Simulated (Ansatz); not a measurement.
Isomers of Sn2H2⁻ (doublet), relaxed with PBE-D4/def2-TZVPD; total energies from Ansatz at CAM-B3LYP-D4/def2-TZVPD.

| isomer | description | energy (Eh) |
| --- | --- | --- |
| A | point group C2; 1 × Sn–Sn 2.82 Å; 2 × H–Sn 1.81 Å | -429.80126 |
| B | point group C2; 1 × Sn–Sn 2.90 Å; 2 × H–Sn 1.81 Å | -429.79790 |

In the def2 sets Sn takes a core potential; there is no spin–orbit coupling.

The isomers come from a short search, and lower ones may exist.

Problem. Work out the relative energies (1 Eh = 2625.5 kJ/mol) and the Boltzmann populations at 298 K from electronic energies alone (R = 8.314 J/mol/K).

Solution. ΔE: A 0.0, B 8.8 kJ/mol. RT = 2.48 kJ/mol. Factors exp(−ΔE/RT): A 1, B 0.0288; sum 1.029. Populations: A 97.2 %, B 2.8 %. Zero-point energy, vibrational entropy and symmetry numbers are left out and can shift these; an error of 4 kJ/mol changes a ratio by a factor of 5.0. Over the other density-functional and correlated levels in def2 sets, the gap between A and B ranges from 3 to 10 kJ/mol.
